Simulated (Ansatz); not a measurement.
Relaxation of C₃H₅AlClNO (12 atoms, charge 0, multiplicity 1), to a largest force component of 0.015 eV/Å in at most 40 steps.

Level of theory: RKS PBE0-D4/def2-SVP in Ansatz 0.2.0.

```xyz
12
Properties=species:S:1:pos:R:3
N 0.637 -0.898 1.960
C 0.791 0.066 0.833
O -0.419 0.836 0.570
C -0.448 0.439 -0.790
C -1.370 0.746 -1.769
Cl -2.652 1.926 -1.449
Al 1.028 -0.813 -0.765
H -0.305 -1.302 1.835
H 0.541 -0.268 2.866
H 1.662 0.741 1.055
H -1.290 0.304 -2.710
H 1.901 -1.832 -1.603
```

Q: Where does it end, and by what steps?

A: It converged. After 12 steps the energy has fallen by 1.354 eV; H8 moved furthest, 0.34 Å.

```csv
step,energy less start (eV),largest force component (eV/Å),accepted
0,0.0000,5.038,yes
1,-1.0510,2.863,yes
2,-1.2641,0.962,yes
3,-1.3220,0.577,yes
4,-1.3388,0.409,yes
5,-1.3486,0.281,yes
6,-1.3477,0.192,no
7,-1.3525,0.131,yes
8,-1.3536,0.022,yes
9,-1.3536,0.087,yes
10,-1.3539,0.025,yes
11,-1.3540,0.016,yes
12,-1.3540,0.006,yes
```

```xyz
12
Properties=species:S:1:pos:R:3
N 0.598 -0.716 2.129
C 0.853 -0.025 0.933
O -0.339 0.661 0.354
C -0.454 0.308 -0.959
C -1.391 0.805 -1.783
Cl -2.570 1.967 -1.290
Al 1.083 -0.878 -0.867
H -0.077 -1.469 2.033
H 0.292 -0.105 2.885
H 1.577 0.782 1.144
H -1.465 0.492 -2.825
H 1.972 -1.877 -1.721
```

The run took 44 s on 2 threads of AMD EPYC 9R14 (Zen 4), on a shared host, peak memory 0.39 GiB.
